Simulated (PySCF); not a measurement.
Input of a run (PBE0-D3(BJ)/def2-SVP geometry optimisation, gas phase (PySCF 2.14.0)), started from GFN2-xTB:
```
{"job": {"xc": "PBE0", "basis": "def2-SVP", "d3": "d3bj", "grid": 1, "kind": "geom"}, "charge": 0, "multiplicity": 1}
P     -1.644031    -1.063135     0.808382
Si    -0.163227     0.056016    -0.477578
P      0.276603     2.160434     0.165943
C      1.533951    -0.822044    -0.232346
Cl     2.546776     0.215567     0.801116
H     -1.873129    -2.067898    -0.118106
H     -2.738764    -0.331313     0.380003
H     -0.472927     0.031941    -1.918458
H     -1.012016     2.630775    -0.044313
H      0.030558     1.932088     1.509951
H      2.070519    -0.958594    -1.166880
H      1.446886    -1.784522     0.266260
```

Output (energies in Eh, forces in Eh/bohr):
```
step   0  E = -1473.66737877  max force = 0.019634
step   1  E = -1473.67358844  max force = 0.004289
step   2  E = -1473.67407527  max force = 0.001555
step   3  E = -1473.67441933  max force = 0.001041
step   4  E = -1473.67489537  max force = 0.002936
step   5  E = -1473.67561077  max force = 0.005495
step   6  E = -1473.67626273  max force = 0.005538
step   7  E = -1473.67711045  max force = 0.002138
step   8  E = -1473.67729403  max force = 0.001027
step   9  E = -1473.67732961  max force = 0.000831
step  10  E = -1473.67733966  max force = 0.000194
optimisation converged
```

Question: Summarise the run.

Answer: The energy falls by 0.271 eV over 11 energy and gradient evaluations, the largest force component goes from 0.0196 to 1.9e-04 Eh/bohr, and the atoms move by 0.482 Å rms after alignment. Among the bonds, P1–H6 and P1–H7 change most and about equally (+0.045 to +0.046 Å). Bonds longer at the end by more than 0.005 Å: 10 of 11; shorter: 1. Among the angles that change most is P3–Si2–C4, from 102.6° to 107.0°. Among the dihedrals that turn most is P1–Si2–C4–H12, from 13° to 62°. The energy never rose by more than 1e-6 Eh on the way. The first step brought 62 % of the lowering.

Question: What are the final bond lengths?

Answer: P1–Si2 2.264 Å, Si2–P3 2.260 Å, Si2–C4 1.897 Å, C4–Cl5 1.790 Å, P1–H6 1.432 Å, P1–H7 1.430 Å, Si2–H8 1.498 Å, P3–H9 1.430 Å, P3–H10 1.428 Å, C4–H11 1.100 Å, C4–H12 1.100 Å. Numbering counts from 1 in the input's order; the species is `P[SiH](P)CCl`.

The run used 121 basis functions and 73 SCF cycles in all.

No frequency check. One conformer, not necessarily the lowest.
